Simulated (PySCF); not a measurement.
## Static response to an electric field

C₇H₇BCl₂.
Structure used (PBE0-D3(BJ)/def2-SVP), in Å, numbered top down from 1:
```xyz
17
C7H7BCl2 angstrom
Cl     4.0152    0.1521    2.1907
B      3.1953   -0.5865    0.8262
Cl     3.7897   -2.1362    0.2585
C      2.0369    0.1692    0.0840
C      0.9215   -0.7434   -0.4950
C      0.4304   -1.3340    0.8363
C      0.4969   -0.3549    1.7467
C      1.0321    0.8923    1.0249
C     -0.0179    1.3108   -0.0093
C     -0.0837    0.3331   -0.9180
H      2.4530    0.8554   -0.6771
H      1.2138   -1.4724   -1.2607
H      0.0469   -2.3466    0.9652
H      0.1778   -0.3838    2.7891
H      1.4304    1.6844    1.6706
H     -0.6253    2.2146    0.0513
H     -0.7574    0.2537   -1.7720
```

Level: PBE0/def2-SVPD (PySCF), static field, nuclei fixed, core orbitals frozen in the response. The polarisability tensor in these axes (au):

```
x   111.98  -7.54   9.43
y    -7.54 111.15   9.04
z     9.43   9.04 106.96
```

Task: Give the principal values, the mean and the anisotropy Δα = √{½[(α1 − α2)² + (α2 − α3)² + (α1 − α3)²]}.

Result: Principal values 92.34, 118.33 and 119.41 au; mean 110.03 au = 16.30 Å³ = 18.14 × 10⁻⁴⁰ C²·m²/J; Δα = 26.54 au (24 % of the mean).

Task: What is the dipole moment, and where does it point?

Result: (-1.55, 0.57, -0.53) D, 1.73 D in size, pointing from the negative to the positive side. Measured along this direction, the outermost atoms are Cl1 and Cl3 at the negative end and H17 and H16 at the positive end.

Task: In TDDFT the mean static polarisability is Σ f/ω² over all singlet excitations (ω in hartree). How much of it do the 6 lowest give? Their energies (eV) and oscillator strengths: 4.45, 0.0220; 4.91, 0.0001; 5.20, 0.0063; 5.68, 0.0109; 6.00, 0.0000; 6.12, 0.0010.

Result: They add up to 1.27 au, 1.2 % of the 110.03 au; the largest single term is 0.82 au, from the state at 4.45 eV. Terms in order: 0.82, 0.00, 0.17, 0.25, 0.00, 0.02 au. Higher excitations give the rest. The strengths listed sum to 0.040.

Task: Molar refractivity from α?

Result: Lorentz–Lorenz: R = (4π/3)N_A α = 2.5225 cm³/(mol·Å³) × 16.30 Å³ = 41.1 cm³/mol, in the limit of long wavelengths.

Task: Give the principal axes and the span of the nuclei along them.

Result: Largest value along (0.85, -0.35, 0.39), where the nuclei span 5.65 Å; middle along (0.02, 0.77, 0.63), 4.30 Å; least along (-0.52, -0.53, 0.67), 4.16 Å. 

The structure is a single PBE0-D3(BJ)/def2-SVP conformer in the gas phase; no vibrational or solvent corrections.
